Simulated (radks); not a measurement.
Excited configurations of Os2+: one electron is placed in a higher orbital outside [Xe] 4f14 5d5. The ground configuration is [Xe] 4f14 5d6. Method: Dirac Kohn-Sham, PBE, spin-unpolarised, spherical densities, point nucleus; open shells are shared between the two j in proportion to 2j + 1; computed with a radial shooting solver on a logarithmic mesh with Libxc functionals. Excitation = E - E(ground); binding = E(ion) - E, where the ion is the core of charge +3; n* = 3/sqrt(2 binding) in atomic units, and the quantum defect is n - n*. Eigenvalue and <r> are those of j = l + 1/2.

outer orbital  excitation (eV)  binding (eV)     n*  quantum defect  eigenvalue (eV)  <r> (bohr)
5f                      20.603         8.236  3.856           1.144           -6.360       5.294
6s                       2.647        26.192  2.162           3.838          -22.045       2.573
6p                      10.061        18.778  2.554           3.446          -14.970       3.264
6d                      17.847        10.992  3.338           2.662           -8.922       4.834
6f                      23.271         5.568  4.690           1.310           -4.565       9.184
7s                      16.926        11.913  3.206           3.794          -10.192       5.329
7p                      19.243         9.596  3.572           3.428           -8.031       6.400
7d                      22.191         6.648  4.292           2.708           -5.579       8.610
7f                      24.935         3.904  5.601           1.399           -3.302       14.11

The Delta-SCF ionisation energy is 28.839 eV (NIST Atomic Spectra Database: 25 eV, theoretical). Self-interaction in the functional shifts the binding energies and quantum defects, so they are the method's values and not measured ones. Spin polarisation and multiplet splitting are left out, so open shells lie too high by an amount that depends on their filling. Sharing an open shell by 2j + 1 raises it above the true ground level by a part of the spin-orbit splitting, which enters the differences from NIST.

Beside tabulated values, note that spin-unpolarised runs miss the spin-polarisation part of the exchange energy of open shells.
